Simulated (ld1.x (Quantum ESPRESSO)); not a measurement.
**phosphorus (P): variants of one ultrasoft potential**

Base potential:

| Item | Value |
| --- | --- |
| Element | phosphorus (P) |
| Generator | ld1.x (Quantum ESPRESSO) 7.5 |
| Type | ultrasoft |
| Functional | PBE |
| Relativity | non-relativistic |
| Frozen core | [Ne] |
| Valence charge | 5 |
| Reference configuration | 3s1 3p4 |
| Partial waves | 3s (bound): rcut 1.25, rcutus 1.45 bohr; 3s channel at -0.65 Ry: rcut 1.25, rcutus 1.45 bohr; 3p (bound): rcut 1.35, rcutus 1.60 bohr; 3p channel at 1.3 Ry: rcut 1.35, rcutus 1.60 bohr; 3d channel at 0.1 Ry: rcut 1.55, rcutus 1.75 bohr; 3d channel at 2.2 Ry: rcut 1.55, rcutus 1.75 bohr |
| Local potential | all-electron potential smoothed inside 1.15 bohr (lloc = -2) |
| Core correction | none |
| Augmentation charge | PSQ, radius 1.15 bohr |

All-electron outer shells of the reference configuration (PBE, non-relativistic, ld1.x):

| shell | level (eV) | outermost node (bohr) | outermost maximum (bohr) |
| --- | --- | --- | --- |
| 2p | -126.01 | – | 0.36 |
| 3s | -14.59 | 0.66 | 1.58 |
| 3p | -6.08 | 0.64 | 1.81 |

Cutoffs, loose and tight: the cutoffs (Ry, on a coarse ladder) from which the occupation-weighted sum of valence levels, in a spherical-Bessel basis at the reference potential, stays within 10 and 1 mRy of its value at 400 Ry. They do not see the model core or the augmentation charge, which bear on the density cutoff. Test errors are all-electron minus pseudo excitation energies from the reference, over the configurations 3s2 3p3; 3s2 3p2; 3s2 3p1; 3s0 3p5; 3s2 3p2.5; 3s2 3p0; 3s1 3p3. A dash means not determined; rows that change the core or the reference have their own tests.

| change | outcome | cutoff, loose | cutoff, tight | bound ghosts | largest test error (meV) |
| --- | --- | --- | --- | --- | --- |
| base | generated | 15 Ry | 25 Ry | none | -13 |
| core correction a·sin(br)/r model core inside 0.58 bohr | generated | 15 Ry | 25 Ry | none | +17 |
| core correction a·sin(br)/r model core inside 0.82 bohr | generated | 15 Ry | 25 Ry | none | +19 |
| core correction a·sin(br)/r model core inside 1.14 bohr | generated | 15 Ry | 25 Ry | none | +27 |
| core correction a·sin(br)/r model core inside 1.38 bohr | generated | 15 Ry | 25 Ry | none | +4.9 |
| core correction a·sin(br)/r model core inside 1.50 bohr | generated | 15 Ry | 25 Ry | none | +3.2 |
| core correction a·sin(br)/r model core inside 1.70 bohr | generated | 15 Ry | 25 Ry | none | -10 |

(1) What comes out with this change to the base: core correction a·sin(br)/r model core inside 0.94 bohr?

## Answers

(1) outcome: generated; cutoff, loose: 15 Ry; cutoff, tight: 25 Ry; bound ghosts: none; largest test error (meV): +22.
